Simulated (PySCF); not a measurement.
PySCF 2.14 output of a UHF calculation on a single atom or ion in x2c-TZVPall (8s6p6d1f, 63 functions), with scalar relativity by spin-free X2C-1e:

```
SCF conv_tol = 1e-09
number electrons alpha = 21  beta = 19
cycle= 1 E= -3596.18313920393  delta_E= -0.00401  |g|= 0.0173  |ddm|= 0.0501
cycle= 2 E= -3596.18328310832  delta_E= -0.000144  |g|= 0.00354  |ddm|= 0.00983
cycle= 3 E= -3596.18329087882  delta_E= -7.77e-06  |g|= 0.000531  |ddm|= 0.00439
cycle= 4 E= -3596.1832911832  delta_E= -3.04e-07  |g|= 0.000233  |ddm|= 0.00154
cycle= 5 E= -3596.1832912886  delta_E= -1.05e-07  |g|= 3.25e-05  |ddm|= 0.00169
cycle= 6 E= -3596.18329129131  delta_E= -2.7e-09  |g|= 5.76e-06  |ddm|= 0.000381
cycle= 7 E= -3596.18329129135  delta_E= -4.82e-11  |g|= 9.91e-07  |ddm|= 5.39e-05
converged SCF energy = -3596.18329129135  <S^2> = 2.0147527  2S+1 = 3.0098191
```

The run itself started from symmetry-adapted Hartree-Fock orbitals and held the occupation by maximum overlap, so the iterations belong to that start.

Task: Which element, charge and spin multiplicity is this?

Result: Zr (zirconium, neutral), multiplicity 3; the state was [Kr] 4d2 5s2, high-spin 3F determinant.
